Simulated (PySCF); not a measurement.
Input of a run (PBE0-D3(BJ)/def2-SVP geometry optimisation, gas phase (PySCF 2.14.0)), started from GFN2-xTB:
```
{"job": {"xc": "PBE0", "basis": "def2-SVP", "d3": "d3bj", "grid": 1, "kind": "geom"}, "charge": 0, "multiplicity": 1}
O     -1.335760     1.768270     0.661150
C     -0.189080     1.385230     0.541590
N      0.070960     0.176770     0.049660
Si     1.667510    -0.501930    -0.127240
Si    -1.526900    -0.543600    -0.299190
H      0.671210     2.005260     0.827600
H      1.812720    -1.575470     0.854720
H      2.605850     0.587210     0.138700
H      1.768430    -0.990220    -1.499200
H     -2.234960    -0.707360     0.959940
H     -1.127830    -1.851840    -0.829560
H     -2.179730     0.246300    -1.330210
```

Output (energies in Eh, forces in Eh/bohr):
```
step   0  E = -750.56557184  max force = 0.019588
step   1  E = -750.56967235  max force = 0.027150
step   2  E = -750.56387468  max force = 0.034248
step   3  E = -750.57171896  max force = 0.007441
step   4  E = -750.57254507  max force = 0.002069
step   5  E = -750.57259862  max force = 0.001025
step   6  E = -750.57262807  max force = 0.000474
step   7  E = -750.57264213  max force = 0.000943
step   8  E = -750.57264971  max force = 0.000937
step   9  E = -750.57265961  max force = 0.000953
step  10  E = -750.57267152  max force = 0.000770
step  11  E = -750.57267596  max force = 0.000414
optimisation converged
```

Question: Summarise the run.

Answer: The energy falls by 4.5 kcal/mol over 12 energy and gradient evaluations, the largest force component goes from 0.0196 to 4.1e-04 Eh/bohr, and the atoms move by 0.153 Å rms after alignment. The bond that changes most is C2–N3 (amide carbonyl carbon to amide nitrogen), which lengthens by 0.042 Å. Bonds longer at the end by more than 0.005 Å: 9 of 11; shorter: 0. Among the angles that change most is C2–N3–Si5, from 105.3° to 112.2°. Among the dihedrals that turn most is C2–N3–Si4–H7, from 110° to 121°. The energy rose by more than 1e-6 Eh at step 2. The first step brought 58 % of the lowering.

Question: What are the final bond lengths?

Answer: O1=C2 1.210 Å, C2–N3 1.372 Å, N3–Si4 1.770 Å, N3–Si5 1.792 Å, C2–H6 1.115 Å, Si4–H7 1.491 Å, Si4–H8 1.491 Å, Si4–H9 1.491 Å, Si5–H10 1.487 Å, Si5–H11 1.495 Å, Si5–H12 1.487 Å. Numbering counts from 1 in the input's order; the species is `O=CN([SiH3])[SiH3]`.

The run used 113 basis functions and 80 SCF cycles in all.

PBE0-D3(BJ)/def2-SVP frequencies: not computed here.
